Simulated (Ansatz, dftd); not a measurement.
Reaction: CHNO (isocyanic acid, SMILES N=C=O) → CHNO+ (parent SMILES N=C=O, doublet) + e-
Each species at its own B3LYP-D3(BJ)/def2-TZVP minimum (Ansatz, an electronic-structure program).

Quantity: adiabatic ionisation energy (electronic), in eV. Open shells are spin-unrestricted; no spin-orbit coupling. Correlated methods leave the cores frozen. Rows without X2C or -DK are non-relativistic. CBS(X,Y): correlation extrapolated as X^-3, Hartree-Fock from the larger set (Q,5: extrapolated as (X+1)exp(-9√X)). A bracket is a step between two methods taken in the basis named. Functionals run without relativity, which enters their misses. Double hybrids freeze cores in their MP2 part. 'core' is core correlation in cc-pwCVTZ, 'X2C' scalar relativity in cc-pVTZ-DK, both at CCSD(T). The UHF reference of CHNO+ (parent SMILES N=C=O, doublet) is spin-contaminated (<S^2> up to 0.13 over the pure value in the sets run). The spin of CHNO+ (parent SMILES N=C=O, doublet) was assumed, and the state is the lowest solution found for it.

Compared with CCSD(T)/CBS(cc-pVQZ,cc-pV5Z) + [CCSDT(Q) - CCSD(T)]/cc-pVTZ + core + X2C (Ansatz): 11.66 eV.

Costs are rough ratios of core time, to one figure, on one kind of shared machine, summed over the single points of the molecules; atoms, geometries and frequencies are left out. The first row took roughly 8 core seconds; short runs hold start-up time.

| level | program | cost relative to the first row | difference (eV) |
|---|---|---|---|
| B3LYP-D3(BJ)/def2-TZVPD | Ansatz + dftd3 | 1 | -0.03 |
| B2PLYP-D3(BJ)/def2-TZVPD | Ansatz + dftd3 | 1 | -0.05 |
| B2PLYP/def2-TZVPD | Ansatz | 1 | -0.05 |
| wB97X-V/def2-TZVPD | Ansatz | 3 | -0.08 |
| wB97M-V/def2-TZVPD | Ansatz | 3 | -0.09 |
| CCSD(T)/cc-pVQZ | Ansatz | 20 | -0.08 |
| CCSD(T)/CBS(cc-pVTZ,cc-pVQZ) | Ansatz | 20 | 0.01 |

The dearest row costs roughly 20 times the first. Costs within a factor of two don't rank. The table holds for this case alone.
